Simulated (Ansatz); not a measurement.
Born–Oppenheimer molecular dynamics of CH6BNSi (10 atoms, charge 0, multiplicity 1). It starts at the highest image of a converged band. Of that band: Neighbouring images differ by up to 1.4 eV, so the band resolves the path poorly. A vibrational analysis at the climbing image gives one clearly imaginary mode, 880i cm⁻¹: a first-order saddle point.

The calculation used UKS PBE-D4/STO-3G in Ansatz.

```
ensemble                      : NVE (velocity Verlet)
time step                     : 0.5 fs
steps asked                   : 200
starting velocities drawn for : 100 K
seed                          : 3686
```

Frames 1 fs apart, positions in Å, forces in eV/Å.

Velocities at 50.0 fs (Å/ps):

```
N -2.72 6.78 7.45
C 9.54 -6.37 -9.89
B 9.41 -8.23 -0.90
Si -2.55 0.73 0.78
H -0.37 0.81 -14.10
H -10.30 12.03 2.13
H -43.03 -44.92 11.43
H -27.93 42.71 29.85
H -32.10 24.28 -64.74
H 8.04 14.56 37.64
```

```xyz
10
Properties=species:S:1:pos:R:3:forces:R:3 time_fs=50.0 energy_less_start_eV=-1.024 T=1091
N -1.643 -0.477 -0.975 2.32 -0.37 2.07
C -0.694 -0.752 0.096 -0.95 0.26 -1.56
B 0.664 -0.203 0.308 -1.23 -0.06 2.24
Si 1.638 1.376 0.440 -0.43 -0.29 -0.25
H -1.537 0.332 -1.592 0.25 0.83 -0.55
H -2.507 -1.001 -1.097 -1.09 -0.77 -0.01
H 1.145 -0.764 1.290 0.63 -0.23 -1.47
H -1.056 -1.665 0.664 0.23 0.77 -0.35
H 1.496 2.724 1.028 -0.42 -0.09 -0.57
H 3.047 1.117 0.540 0.69 -0.05 0.44
10
Properties=species:S:1:pos:R:3:forces:R:3 time_fs=51.0 energy_less_start_eV=-1.098 T=1162
N -1.645 -0.471 -0.967 1.85 -0.10 1.46
C -0.685 -0.758 0.085 -1.11 0.72 -1.51
B 0.673 -0.211 0.308 -1.23 -0.21 2.34
Si 1.635 1.377 0.441 -0.08 -0.49 -0.27
H -1.536 0.336 -1.609 0.26 0.30 -0.16
H -2.522 -0.992 -1.094 -0.61 -0.52 0.10
H 1.105 -0.810 1.294 0.76 -0.02 -1.52
H -1.083 -1.619 0.692 0.25 0.41 -0.31
H 1.462 2.747 0.961 -0.39 -0.12 -0.56
H 3.058 1.131 0.579 0.31 0.04 0.44
10
Properties=species:S:1:pos:R:3:forces:R:3 time_fs=52.0 energy_less_start_eV=-1.165 T=1226
N -1.645 -0.464 -0.958 1.04 0.12 0.64
C -0.676 -0.764 0.073 -1.19 1.13 -1.39
B 0.681 -0.219 0.310 -1.23 -0.26 2.25
Si 1.633 1.377 0.442 0.31 -0.67 -0.26
H -1.533 0.343 -1.626 0.22 -0.32 0.32
H -2.543 -0.989 -1.091 0.18 -0.09 0.24
H 1.072 -0.856 1.284 0.91 0.10 -1.42
H -1.107 -1.569 0.717 0.25 0.05 -0.23
H 1.424 2.770 0.888 -0.35 -0.20 -0.55
H 3.072 1.146 0.623 -0.15 0.15 0.40
10
Properties=species:S:1:pos:R:3:forces:R:3 time_fs=53.0 energy_less_start_eV=-1.207 T=1268
N -1.645 -0.458 -0.948 0.28 0.25 -0.09
C -0.669 -0.768 0.061 -1.22 1.40 -1.16
B 0.688 -0.228 0.314 -1.21 -0.18 1.97
Si 1.630 1.378 0.442 0.64 -0.79 -0.22
H -1.528 0.347 -1.641 0.18 -0.77 0.67
H -2.562 -0.986 -1.086 0.87 0.30 0.36
H 1.048 -0.901 1.260 1.07 0.14 -1.17
H -1.129 -1.519 0.740 0.26 -0.25 -0.17
H 1.383 2.791 0.810 -0.28 -0.33 -0.54
H 3.085 1.162 0.671 -0.58 0.24 0.34
10
Properties=species:S:1:pos:R:3:forces:R:3 time_fs=54.0 energy_less_start_eV=-1.250 T=1309
N -1.645 -0.451 -0.939 -0.20 0.32 -0.56
C -0.663 -0.772 0.047 -1.26 1.49 -0.76
B 0.693 -0.237 0.320 -1.18 0.02 1.54
Si 1.628 1.378 0.443 0.82 -0.86 -0.19
H -1.520 0.344 -1.649 0.16 -0.91 0.77
H -2.573 -0.980 -1.077 1.22 0.49 0.43
H 1.035 -0.945 1.225 1.21 0.08 -0.79
H -1.149 -1.471 0.762 0.32 -0.44 -0.20
H 1.339 2.808 0.726 -0.18 -0.50 -0.50
H 3.091 1.181 0.722 -0.91 0.32 0.26
10
Properties=species:S:1:pos:R:3:forces:R:3 time_fs=55.0 energy_less_start_eV=-1.313 T=1370
N -1.645 -0.444 -0.930 -0.33 0.33 -0.72
C -0.657 -0.774 0.033 -1.29 1.44 -0.20
B 0.698 -0.246 0.328 -1.10 0.31 1.03
Si 1.626 1.377 0.443 0.82 -0.88 -0.19
H -1.512 0.333 -1.651 0.17 -0.74 0.58
H -2.573 -0.970 -1.064 1.14 0.44 0.42
H 1.033 -0.988 1.183 1.32 -0.04 -0.36
H -1.165 -1.427 0.781 0.43 -0.53 -0.33
H 1.293 2.821 0.638 -0.07 -0.70 -0.43
H 3.090 1.202 0.775 -1.09 0.36 0.18
10
Properties=species:S:1:pos:R:3:forces:R:3 time_fs=56.0 energy_less_start_eV=-1.385 T=1439
N -1.645 -0.436 -0.921 -0.09 0.32 -0.57
C -0.653 -0.776 0.018 -1.29 1.31 0.47
B 0.701 -0.254 0.336 -0.97 0.59 0.55
Si 1.624 1.377 0.443 0.64 -0.88 -0.24
H -1.501 0.314 -1.647 0.21 -0.30 0.13
H -2.562 -0.956 -1.047 0.64 0.18 0.35
H 1.043 -1.032 1.137 1.35 -0.14 0.01
H -1.177 -1.388 0.797 0.56 -0.59 -0.49
H 1.247 2.827 0.546 0.06 -0.88 -0.32
H 3.078 1.227 0.831 -1.12 0.39 0.11
10
Properties=species:S:1:pos:R:3:forces:R:3 time_fs=57.0 energy_less_start_eV=-1.438 T=1490
N -1.645 -0.429 -0.913 0.39 0.39 -0.27
C -0.650 -0.776 0.004 -1.18 1.16 1.14
B 0.704 -0.262 0.345 -0.74 0.74 0.21
Si 1.623 1.376 0.444 0.30 -0.87 -0.36
H -1.489 0.292 -1.641 0.26 0.23 -0.44
H -2.545 -0.941 -1.027 -0.16 -0.23 0.23
H 1.067 -1.076 1.091 1.26 -0.13 0.20
H -1.185 -1.355 0.809 0.66 -0.67 -0.63
H 1.202 2.825 0.451 0.19 -1.02 -0.17
H 3.055 1.256 0.887 -0.99 0.40 0.09
10
Properties=species:S:1:pos:R:3:forces:R:3 time_fs=58.0 energy_less_start_eV=-1.465 T=1517
N -1.645 -0.421 -0.905 0.86 0.59 -0.10
C -0.648 -0.775 -0.009 -0.92 1.02 1.75
B 0.706 -0.270 0.354 -0.39 0.69 0.06
Si 1.621 1.375 0.444 -0.16 -0.89 -0.55
H -1.474 0.273 -1.640 0.27 0.60 -0.89
H -2.529 -0.927 -1.004 -0.95 -0.62 0.11
H 1.102 -1.122 1.048 1.03 0.08 0.21
H -1.185 -1.328 0.814 0.68 -0.78 -0.69
H 1.158 2.813 0.355 0.31 -1.09 0.00
H 3.023 1.288 0.944 -0.74 0.40 0.10
10
Properties=species:S:1:pos:R:3:forces:R:3 time_fs=59.0 energy_less_start_eV=-1.490 T=1541
N -1.644 -0.413 -0.897 0.94 0.89 -0.32
C -0.646 -0.774 -0.021 -0.51 0.90 2.24
B 0.708 -0.277 0.363 0.07 0.45 0.02
Si 1.620 1.373 0.444 -0.66 -0.95 -0.80
H -1.456 0.260 -1.647 0.18 0.60 -0.97
H -2.522 -0.919 -0.981 -1.27 -0.73 0.02
H 1.148 -1.167 1.005 0.66 0.45 0.10
H -1.179 -1.309 0.813 0.61 -0.93 -0.63
H 1.117 2.790 0.258 0.41 -1.08 0.18
H 2.984 1.325 1.002 -0.43 0.40 0.16
10
Properties=species:S:1:pos:R:3:forces:R:3 time_fs=60.0 energy_less_start_eV=-1.516 T=1566
N -1.643 -0.404 -0.889 0.44 1.14 -0.94
C -0.645 -0.771 -0.031 0.02 0.79 2.56
B 0.710 -0.283 0.372 0.58 0.13 0.00
Si 1.618 1.371 0.443 -1.11 -1.06 -1.06
H -1.437 0.251 -1.663 -0.03 0.26 -0.63
H -2.527 -0.918 -0.957 -0.92 -0.46 -0.03
H 1.199 -1.208 0.964 0.22 0.86 -0.02
H -1.168 -1.299 0.806 0.45 -1.10 -0.47
H 1.080 2.757 0.163 0.47 -0.98 0.36
H 2.940 1.365 1.062 -0.13 0.41 0.23
10
Properties=species:S:1:pos:R:3:forces:R:3 time_fs=61.0 energy_less_start_eV=-1.515 T=1564
N -1.641 -0.394 -0.882 -0.39 1.23 -1.69
C -0.644 -0.769 -0.039 0.58 0.69 2.73
B 0.712 -0.289 0.381 1.07 -0.15 -0.06
Si 1.616 1.369 0.443 -1.41 -1.22 -1.27
H -1.418 0.246 -1.685 -0.29 -0.20 -0.09
H -2.541 -0.922 -0.934 -0.15 0.06 -0.09
H 1.253 -1.240 0.923 -0.22 1.20 -0.06
H -1.152 -1.299 0.794 0.26 -1.24 -0.27
H 1.048 2.716 0.072 0.50 -0.79 0.50
H 2.896 1.409 1.124 0.06 0.43 0.28
```

Of the whole run (100 fs, mean temperature of the second half 1301 K): The conserved energy stayed within 0.15 meV per atom of its start (net change -0.025 meV per atom), so the integration is sound. The system heated up, since it started high on the potential surface and ran downhill. A run of 0.1 ps of so small a system gives no equilibrium averages. The orbitals stay closed-shell, which can raise the energy where a bond breaks towards radicals; this wasn't checked here. Limits of this set-up: minimal basis.

The run took 8 min on 1 thread of Arm Neoverse V1 (shared host), peak memory 0.11 GiB.
